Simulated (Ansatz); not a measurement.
Geometry optimisation, RKS B3LYP-D4/def2-SVP in Ansatz 0.2.0.

input.yaml

```yaml
crystal:
  periodic: [false, false, false]
  atoms:
    - { symbol: C, position_ang: [-0.20427, 1.50051, -0.66028] }
    - { symbol: O, position_ang: [-0.55545, 0.27571, -0.06371] }
    - { symbol: In, position_ang: [0.64593, -1.21096, 0.46983] }
    - { symbol: O, position_ang: [-0.47013, -2.59016, 1.23638] }
    - { symbol: H, position_ang: [0.87832, 1.6346, -0.75191] }
    - { symbol: H, position_ang: [-0.60167, 2.31676, -0.04915] }
    - { symbol: H, position_ang: [-0.64464, 1.55682, -1.66078] }
    - { symbol: H, position_ang: [-1.32451, -0.25298, 0.26666] }
    - { symbol: H, position_ang: [-1.37719, -2.27509, 1.20563] }
basis:
  gaussian: { orbitals: def2-SVP }
hamiltonian:
  xc: b3lyp
  dispersion: d4
relax:
  f_tol: 0.02
  max_steps: 50
```

Command:

```bash
$ ansatz run input.yaml --threads 2 --pin off --max-ram 3072MiB --backend cpu --events-out ev --progress --plain --runs-dir out
```

Where does it end, and by what steps?

The run converged. After 27 steps the energy has fallen by 2.844 eV; O4 moved furthest, 1.18 Å.

| step | energy less start (eV) | largest force component (eV/Å) | accepted |
| --- | --- | --- | --- |
| 0 | 0.0000 | 7.266 | yes |
| 1 | -1.3914 | 3.094 | yes |
| 2 | -2.0552 | 1.038 | yes |
| 3 | -2.3240 | 0.610 | yes |
| 4 | -2.3761 | 0.633 | yes |
| 5 | -2.3839 | 0.341 | yes |
| 6 | -2.3915 | 0.175 | yes |
| 7 | -2.3107 | 2.066 | no |
| 8 | -2.4007 | 0.203 | yes |
| 9 | -2.4093 | 0.798 | yes |
| 10 | -2.4298 | 0.695 | yes |
| 11 | -2.4512 | 1.514 | yes |
| 12 | -2.5954 | 0.526 | yes |
| 13 | -2.6318 | 0.327 | yes |
| 14 | -2.6961 | 1.081 | yes |
| 15 | -2.7038 | 1.989 | yes |
| 16 | -2.7865 | 0.408 | yes |
| 17 | -2.7978 | 0.691 | yes |
| 18 | -2.8258 | 0.209 | yes |
| 19 | -2.8337 | 0.239 | yes |
| 20 | -2.8339 | 0.438 | yes |
| 21 | -2.8409 | 0.198 | yes |
| 22 | -2.8427 | 0.106 | yes |
| 23 | -2.8424 | 0.181 | no |
| 24 | -2.8440 | 0.058 | yes |
| 25 | -2.8432 | 0.179 | no |
| 26 | -2.8441 | 0.057 | yes |
| 27 | -2.8444 | 0.013 | yes |

```xyz
9
Properties=species:S:1:pos:R:3
C -0.310 1.387 -0.596
O 0.057 0.545 0.475
In 1.073 -1.790 0.258
O -1.000 -1.666 0.720
H 0.588 1.913 -0.957
H -1.043 2.151 -0.279
H -0.746 0.826 -1.445
H -0.695 -0.077 0.704
H -1.576 -2.334 1.111
```

Time of the run: 44 s on 2 threads of AMD EPYC 9R14 (Zen 4), on a shared host, peak memory 0.21 GiB.
